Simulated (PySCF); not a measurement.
Simulated absorption spectrum

Compound: C7H4ClFO.
SMILES with atom numbers: `[O:1]=[C:2]([Cl:3])[c:4]1[cH:5][cH:6][c:7]([F:8])[cH:9][cH:10]1` (hydrogens: H11 on C5; H12 on C6; H13 on C9; H14 on C10)

Computed with TDDFT PBE0/def2-SVPD, vertical, gas phase, core orbitals frozen in the response (PySCF 2.14.0, density-fitted response routines). One conformer (not necessarily the lowest) at the PBE0-D3(BJ)/def2-SVP geometry, without solvent, vibrations or thermal averaging. Torsions of this conformer, `[O:1]=[C:2]([Cl:3])[c:4]1[cH:5][cH:6][c:7]([F:8])[cH:9][cH:10]1`: O1–C2–C4–C5 -179°.

Computed states:

| state | E (eV) | f |
| --- | --- | --- |
| S1 | 4.60 | 0.0001 |
| S2 | 4.93 | 0.0082 |
| S3 | 5.11 | 0.306 |
| S4 | 5.74 | 0.0002 |
| S5 | 6.05 | 0.0092 |
| S6 | 6.23 | 0.148 |
| S7 | 6.47 | 0.0000 |
| S8 | 6.74 | 0.461 |
| S9 | 6.77 | 0.0012 |
| S10 | 7.23 | 0.0002 |

Broadening: Gaussians 0.5 eV wide at half height, area fixed by f = 4.319×10⁻⁹ ∫ε dν̃. The width is an assumption, not a result. The curve ends short of the highest state used, and states not computed would add to its high-energy end.

Q: What does the envelope look like, and where are its maxima?

A: 
E (eV), ε (L mol⁻¹ cm⁻¹) and a bar:
```
     3.85          0 
     3.90          0 
     3.95          0 
     4.00          0 
     4.05          0 
     4.10          1 
     4.15          1 
     4.20          3 
     4.25          8 
     4.30         18 
     4.35         38 
     4.40         81 
     4.45        163 
     4.50        315 
     4.56        654 #
     4.61       1139 #
     4.66       1888 ##
     4.71       2975 ####
     4.76       4451 ######
     4.81       6320 ########
     4.86       8511 ###########
     4.91      10865 ##############
     4.96      13145 #################
     5.01      15067 ####################
     5.06      16358 #####################
     5.11      16817 ######################
     5.16      16368 #####################
     5.21      15083 ####################
     5.26      13155 #################
     5.31      10861 ##############
     5.37       8027 ##########
     5.42       5879 ########
     5.47       4086 #####
     5.52       2713 ####
     5.57       1753 ##
     5.62       1162 ##
     5.67        885 #
     5.72        875 #
     5.77       1106 #
     5.82       1567 ##
     5.87       2254 ###
     5.92       3154 ####
     5.97       4232 ######
     6.02       5420 #######
     6.07       6628 #########
     6.13       7965 ##########
     6.18       8904 ############
     6.23       9678 #############
     6.28      10368 ##############
     6.33      11132 ###############
     6.38      12165 ################
     6.43      13637 ##################
     6.48      15620 ####################
     6.53      18029 ########################
     6.58      20612 ###########################
     6.63      22981 ##############################
```

Maxima: 243 nm (5.11 eV), ε about 17000, made up of S3 (98%) (ε in L mol⁻¹ cm⁻¹; maxima over ε = 5, shares over 10%). At its high-energy end, 6.63 eV, the curve is still rising (ε about 23000, from S8).

Q: Does any computed singlet lie in the visible range?

A: No computed singlet lies in the visible range (380 to 750 nm); the lowest, at 270 nm, stands 1.33 eV above its violet end (3.26 eV).

Q: Coming from long wavelengths, where does ε first pass 100 L mol⁻¹ cm⁻¹?

A: At about 281 nm (4.42 eV), 0.18 eV below S1.

Q: On this curve, what absorbance would a 10⁻³ mol/L sample give at 193 nm over a 1 cm path?

A: 193 nm is 6.424 eV, where ε is about 13000 L mol⁻¹ cm⁻¹, so A = ε c l ≈ 13 (Beer–Lambert, with the gas-phase spectrum and the assumed width).

All these states lie below the vertical ionisation energy of 9.83 eV (ΔSCF).
